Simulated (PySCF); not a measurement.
A calculated (PBE0, PySCF 2.14, ANO-RCC-VTZP, the spin-free X2C one-electron Hamiltonian (Gaussian nucleus)) atom or ion has these occupied shells.

```csv
shell,electrons,orbital energy (eV),"rms radius, mean of both spins (bohr)"
1s β,1,-78299.0,0.0194
1s α,1,-78299.0,0.0194
2s α,1,-13796.6,0.0782
2s β,1,-13796.5,0.0782
2p α,3,-12009.0,0.0715
2p β,3,-12008.9,0.0715
3s α,1,-3261.7,0.200
3s β,1,-3261.6,0.200
3p α,3,-2735.9,0.202
3p β,3,-2735.8,0.202
3d α,5,-2141.4,0.184
3d β,5,-2141.3,0.184
4s α,1,-712.52,0.441
4s β,1,-712.34,0.441
4p α,3,-538.22,0.470
4p β,3,-538.05,0.470
4d α,5,-319.64,0.503
4d β,5,-319.41,0.503
5s α,1,-109.83,1.01
5s β,1,-108.42,1.01
4f α,7,-78.918,0.568
4f β,7,-78.671,0.568
5p α,3,-63.445,1.17
5p β,3,-61.556,1.17
5d α,5,-10.388,1.78
5d β,3,-9.204,1.78
6s α,1,-7.513,3.07
6s β,1,-6.815,3.07
```

(1) Name the element and its charge.

Answers

(1) Pt (platinum, neutral), in [Xe] 4f14 5d8 6s2, high-spin 3F determinant (an excited configuration).
